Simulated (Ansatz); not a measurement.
```yaml
crystal:
  periodic: [false, false, false]
  atoms:
    - {symbol: F, position_ang: [-2.570729, 1.033069, 0.700236]}
    - {symbol: Si, position_ang: [-1.233357, 0.699345, 1.574640]}
    - {symbol: F, position_ang: [-1.030314, 1.878226, 2.614794]}
    - {symbol: F, position_ang: [-1.471696, -0.724368, 2.349824]}
    - {symbol: Ge, position_ang: [0.601426, 0.477214, 0.093629]}
    - {symbol: F, position_ang: [2.019902, 0.218552, 1.121688]}
    - {symbol: F, position_ang: [0.863369, 2.015298, -0.651839]}
    - {symbol: Si, position_ang: [0.747563, -1.150874, -1.654193]}
    - {symbol: F, position_ang: [-0.490031, -0.965954, -2.598825]}
    - {symbol: F, position_ang: [2.027489, -1.041391, -2.507469]}
    - {symbol: F, position_ang: [0.562830, -2.564142, -1.071470]}
basis:
  gaussian: {orbitals: STO-3G}
total_charge: 3
magnetization: {spin_polarized: true, initial_magnetization: 1}
hamiltonian: {xc: {name: B3LYP}, dispersion: d4}
output: {forces: true}
```

```sh
$ ansatz run in.yaml --threads 4 --pin off --events-out ev --progress --plain --max-ram 66560MiB --backend cpu
```

Output, abridged:

```
Functional definition: B3LYP
953 factors; integrals over basis functions are off by at most 2.9e-5 eV
mean field evaluation 1: about -92647.0193 eV, gradient 1.3e2 eV
mean field evaluation 2: about -92310.8651 eV, gradient 1.8e2 eV
mean field evaluation 4: about -92606.8313 eV, gradient 1.1e2 eV
mean field evaluation 8: about -92820.7188 eV, gradient 5.6e0 eV
mean field evaluation 16: about -92822.6485 eV, gradient 9.9e-2 eV
mean field evaluation 32: about -92822.6693 eV, gradient 3.5e-6 eV
mean field -92822.71576955 eV, -3411.1718870346 hartree, gradient 4.5e-6 eV, S^2 1.112169; 20 other end points of the search recorded, 0 dependent functions left out
reference -92822.71594282 eV, -3411.1718934020 hartree; 65, 64 occupied and 11, 12 virtual orbitals, 953 factors
Total energy: -92823.23963805 eV, -3411.1911388468 hartree
Atom 0 at    -2.570729     1.033069     0.700236 Å, force    -0.690146     0.178896    -0.885965 eV/Å
Atom 1 at    -1.233357     0.699345     1.574640 Å, force    -2.339881    -0.948603     0.943584 eV/Å
Atom 2 at    -1.030314     1.878226     2.614794 Å, force     0.716533     1.677887     1.354585 eV/Å
Atom 3 at    -1.471696    -0.724368     2.349824 Å, force     0.182018    -0.725049     0.229805 eV/Å
Atom 4 at     0.601426     0.477214     0.093629 Å, force     3.898112     2.993690     0.845742 eV/Å
Atom 5 at     2.019902     0.218552     1.121688 Å, force    -1.597229     0.174481    -1.164238 eV/Å
Atom 6 at     0.863369     2.015298    -0.651839 Å, force    -0.304775    -1.431628     0.614752 eV/Å
Atom 7 at     0.747563    -1.150874    -1.654193 Å, force    -0.125961    -0.228208    -0.225247 eV/Å
Atom 8 at    -0.490031    -0.965954    -2.598825 Å, force    -3.210978     1.222111    -2.133057 eV/Å
Atom 9 at     2.027489    -1.041391    -2.507469 Å, force     3.686826     0.793948    -1.868701 eV/Å
Atom 10 at     0.562830    -2.564142    -1.071470 Å, force    -0.214520    -3.707526     2.288740 eV/Å
Dipole moment:    -0.186349    -0.001785     0.097979 e Å
```

Task: What is wrong with this run?

Result: The charge is far from anything that the molecule holds. The calculation finished and met its thresholds. The result belongs to that input, not to the molecule as meant.

B3LYP here is the variant with VWN-RPA as its local correlation; programs differ in this.
